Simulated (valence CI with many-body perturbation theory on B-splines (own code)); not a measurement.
# P10+ in brief

Calculated by configuration interaction combined with many-body perturbation theory (CI+MBPT): three valence electrons over a frozen Dirac-Fock core [He], radial functions for each j: 9 s, 9 p, 8 d, 6 f, 3 g, 1 h, with the one-electron correlation potential Σ1 (screened to all orders), the two-electron term Σ2, the three-electron term Σ3, Breit, model QED; selected single and double excitations, second order for the rest, scaled by the run's own slope (own B-spline code, finite nucleus).

No measured levels were compared; by estimate levels of excited configurations hold to 0.05 to 0.15 % of their energy, terms of the ground configuration to about 0.5 %.

Rates and lifetimes use the calculated energies. Strong lines usually hold to 10 to 20 %, long lifetimes can be off by a factor of two.

**Question.** What is the ground level?

**Answer.** 2s2 2p 2P°_1/2, composition 97 % 2s2 2p 2P° + 3 % 2p3 2P°, g = 0.664.

**Question.** How is the term 2P° of the ground level split?

**Answer.** J = 1/2 at 0, J = 3/2 at 9700 cm⁻¹.

**Question.** Among levels below 2550300 cm⁻¹, which E1 lines absorb most strongly from the ground level?

**Answer.** to 2s2 3d 2D_3/2 at 4.260 nm, f = 0.632; to 2s 2p 3p 2D_3/2 at 4.024 nm, f = 0.229; to 2s 2p2 2P_1/2 at 23.41 nm, f = 0.0762.

**Question.** What are the static dipole polarisabilities of the lowest levels?

**Answer.** 2s2 2p 2P°_1/2 0.0962; 2s2 2p 2P°_3/2 0.0964 (tensor 0.0077) bohr³, of which the core gives 0.000194.

**Question.** Name the longest-lived excited levels whose lifetime is computed, and their main decay.

**Answer.** 2s2 2p 2P°_3/2 at 9700 cm⁻¹ lives 121 ms, mostly by M1 to 2s2 2p 2P°_1/2; 2s 2p2 4P_3/2 at 180510 cm⁻¹ lives 7.69 μs, mostly by E1 to 2s2 2p 2P°_3/2; 2s 2p2 4P_5/2 at 185460 cm⁻¹ lives 2.20 μs, mostly by E1 to 2s2 2p 2P°_3/2.
